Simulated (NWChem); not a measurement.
System: SnHCl2F; SMILES [Cl][SnH]([Cl])[F]

The following NWChem deck was run.

```
start job
memory heap 200 mb stack 900 mb global 1100 mb
geometry units angstroms noautoz
  Sn     0.353484     0.270778     0.000000
  F      1.827479    -0.966680     0.000000
  Cl    -0.900982    -0.236485     1.886797
  Cl    -0.900982    -0.236485    -1.886797
  H      0.953100     1.857591     0.000000
end
basis spherical
  * library def2-svp
end
ecp
  Sn library def2-ecp
end
dft
  xc m06-l
  iterations 150
  mulliken
end
task dft gradient
```

Excerpt of the output:

```
             Northwest Computational Chemistry Package (NWChem) 7.3.0
             --------------------------------------------------------

 CS  symmetry detected

                             Geometry "geometry" -> ""
                             -------------------------

 Output coordinates in angstroms (scale by  1.889725989 to convert to a.u.)

  No.       Tag          Charge          X              Y              Z
 ---- ---------------- ---------- -------------- -------------- --------------
    1 Sn                  50.0000     0.29030264     0.30128793     0.00000000
    2 F                    9.0000     1.82932777    -0.85429210     0.00000000
    3 Cl                  17.0000    -0.93476285    -0.27335563    -1.88679700
    4 Cl                  17.0000    -0.93476285    -0.27335563     1.88679700
    5 H                    1.0000     0.80285496     1.91832379     0.00000000

 Effective nuclear repulsion energy (a.u.)     621.9215379456

      Symmetry information
      --------------------

 Group name             Cs
 Group number              2
 Group order               2
 No. of unique centers     4

                                 NWChem DFT Module
                                 -----------------

 Summary of "ao basis" -> "ao basis" (spherical)
 ------------------------------------------------------------------------------
       Tag                 Description            Shells   Functions and Types
 ---------------- ------------------------------  ------  ---------------------
 Sn                         def2-svp                10       26   4s4p2d
 F                          def2-svp                 6       14   3s2p1d
 Cl                         def2-svp                 8       18   4s3p1d
 H                          def2-svp                 3        5   2s1p

      Symmetry analysis of basis
      --------------------------

        a'         50
        a"         31

            General Information
            -------------------
          SCF calculation type: DFT
          Wavefunction type:  closed shell.
          No. of atoms     :     5
          No. of electrons :    66
           Alpha electrons :    33
            Beta electrons :    33
          Charge           :     0
          Spin multiplicity:     1
          Use of symmetry is: on ; symmetry adaption is: on
          Maximum number of iterations: 150
          AO basis - number of functions:    81
                     number of shells:    35
          Convergence on energy requested:  1.00D-06
          Convergence on density requested:  1.00D-05
          Convergence on gradient requested:  5.00D-04

              XC Information
              --------------
                        M06-L Method XC Functional
                         M06-L Exchange Functional  1.000
                       M06-L Correlation Potential  1.000

             Grid Information
             ----------------
          Grid used for XC integration:  medium
          Radial quadrature: Mura-Knowles
          Angular quadrature: Lebedev.
          Tag              B.-S. Rad. Rad. Pts. Rad. Cut. Ang. Pts.
          ---              ---------- --------- --------- ---------
          Sn                  1.45      123           8.0       590
          F                   0.50       49           9.0       434
          Cl                  1.00       88          10.0       590
          H                   0.35       45           9.0       434
          Grid pruning is: on
          Number of quadrature shells:   305
          Spatial weights used:  Erf1

      Superposition of Atomic Density Guess
      -------------------------------------

 Sum of atomic energies:       -1267.53457178

      Non-variational initial energy
      ------------------------------

 Total energy =   -1232.029731
 1-e energy   =   -2438.159538
 2-e energy   =     879.204470
 HOMO         =      -0.406311
 LUMO         =      -0.034004

      Symmetry analysis of molecular orbitals - initial
      -------------------------------------------------

  Numbering of irreducible representations:

     1 a'          2 a"

  Orbital symmetries:

     1 a'          2 a"          3 a'          4 a'          5 a"
     6 a'          7 a"          8 a'          9 a'         10 a"
    11 a"         12 a'         13 a'         14 a"         15 a'
    16 a'         17 a"         18 a'         19 a'         20 a'
    21 a"         22 a'         23 a"         24 a'         25 a'
    26 a"         27 a'         28 a"         29 a'         30 a'
    31 a"         32 a"         33 a'         34 a'         35 a'
    36 a"         37 a'         38 a'         39 a'         40 a"
    41 a'         42 a'         43 a"

     ---------------------------------------------
      Total Density - Mulliken Population Analysis
     ---------------------------------------------

    Atom       Charge   Shell Charges
 -----------   ------   -------------------------------------------------------
    1 Sn  22    20.29   1.60  0.41  0.82  0.23  3.27  2.73  0.75  0.33  9.77  0.38
    2 F    9     9.72   1.99  1.15  0.81  3.55  2.22  0.00
    3 Cl  17    17.48   2.00  1.99  1.23  0.73  5.94  2.16  3.43  0.01
    4 Cl  17    17.48   2.00  1.99  1.23  0.73  5.94  2.16  3.43  0.01
    5 H    1     1.02   0.59  0.42  0.01

   convergence    iter        energy       DeltaE   RMS-Dens  Diis-err
 ---------------- ----- ----------------- --------- --------- ---------
 d= 0,ls=0.0,diis     1  -1234.9326671448 -1.56D+03  3.08D-02  7.65D-01
 d= 0,ls=0.0,diis     2  -1234.4802344272  4.52D-01  1.94D-02  5.36D+00
 d= 0,ls=0.0,diis     3  -1235.0270452311 -5.47D-01  5.36D-03  8.08D-02
 d= 0,ls=0.0,diis     4  -1235.0356934637 -8.65D-03  1.87D-03  3.25D-02
 d= 0,ls=0.0,diis     5  -1235.0377493254 -2.06D-03  6.07D-04  7.52D-04
  Resetting Diis
 d= 0,ls=0.0,diis     6  -1235.0379479457 -1.99D-04  5.64D-04  1.55D-04
 d= 0,ls=0.0,diis     7  -1235.0379980569 -5.01D-05  1.43D-04  2.58D-05
 d= 0,ls=0.0,diis     8  -1235.0379967176  1.34D-06  7.22D-05  4.41D-05
 d= 0,ls=0.0,diis     9  -1235.0380016470 -4.93D-06  1.75D-05  4.26D-06
 d= 0,ls=0.0,diis    10  -1235.0380020148 -3.68D-07  5.93D-06  1.84D-07

         Total DFT energy =    -1235.038002014829
      One electron energy =    -2438.818265544800
           Coulomb energy =      962.563445566408
    Exchange-Corr. energy =      -85.708519278668
 Nuclear repulsion energy =      326.925337242231

 Numeric. integr. density =       66.000011940075

                  Occupations of the irreducible representations
                  ----------------------------------------------

                     irrep           alpha         beta
                     --------     --------     --------
                     a'               20.0         20.0
                     a"               13.0         13.0

                       DFT Final Molecular Orbital Analysis
                       ------------------------------------

 Vector   31  Occ=2.000000D+00  E=-3.101535D-01  Symmetry=a'
              MO Center= -7.0D-01, -1.2D-01,  1.6D-09, r^2= 4.9D+00
   Bfn.  Coefficient  Atom+Function         Bfn.  Coefficient  Atom+Function
  ----- ------------  ---------------      ----- ------------  ---------------
    52      0.417081  3 Cl py                70      0.417081  4 Cl py
    49      0.309112  3 Cl py                67      0.309112  4 Cl py
    46      0.179865  3 Cl py                64      0.179865  4 Cl py
    78     -0.173697  5 H  s                 77     -0.153473  5 H  s
    15      0.091833  1 Sn py                30      0.078395  2 F  px

 Vector   32  Occ=2.000000D+00  E=-3.091956D-01  Symmetry=a"
              MO Center= -8.8D-01, -2.6D-01, -1.7D-09, r^2= 4.6D+00
   Bfn.  Coefficient  Atom+Function         Bfn.  Coefficient  Atom+Function
  ----- ------------  ---------------      ----- ------------  ---------------
    52      0.427911  3 Cl py                70     -0.427911  4 Cl py
    49      0.309455  3 Cl py                67     -0.309455  4 Cl py
    46      0.180781  3 Cl py                64     -0.180781  4 Cl py
    51     -0.155452  3 Cl px                69      0.155452  4 Cl px
    48     -0.111155  3 Cl px                66      0.111155  4 Cl px

 Vector   33  Occ=2.000000D+00  E=-3.055861D-01  Symmetry=a"
              MO Center= -8.8D-01, -2.7D-01, -2.7D-13, r^2= 4.7D+00
   Bfn.  Coefficient  Atom+Function         Bfn.  Coefficient  Atom+Function
  ----- ------------  ---------------      ----- ------------  ---------------
    53     -0.326757  3 Cl pz                71     -0.326757  4 Cl pz
    51      0.323388  3 Cl px                69     -0.323388  4 Cl px
    50     -0.237976  3 Cl pz                68     -0.237976  4 Cl pz
    48      0.234550  3 Cl px                66     -0.234550  4 Cl px
    47     -0.138577  3 Cl pz                65     -0.138577  4 Cl pz

[...]

                         DFT ENERGY GRADIENTS

    atom               coordinates                        gradient
                 x          y          z           x          y          z
   1 Sn      0.548592   0.569352   0.000000    0.000214  -0.004131   0.000000
   2 F       3.456928  -1.614378   0.000000   -0.004822   0.003650   0.000000
   3 Cl     -1.766446  -0.516567  -3.565529    0.002430   0.000937   0.003563
   4 Cl     -1.766446  -0.516567   3.565529    0.002430   0.000937  -0.003563
   5 H       1.517176   3.625106   0.000000   -0.000253  -0.001394   0.000000
```

Level: M06-L/def2-SVP with def2 effective core potentials on Sn. Geometry: optimised at PBE0/def2-SVP. def2 effective core potentials on Sn; no spin-orbit coupling.
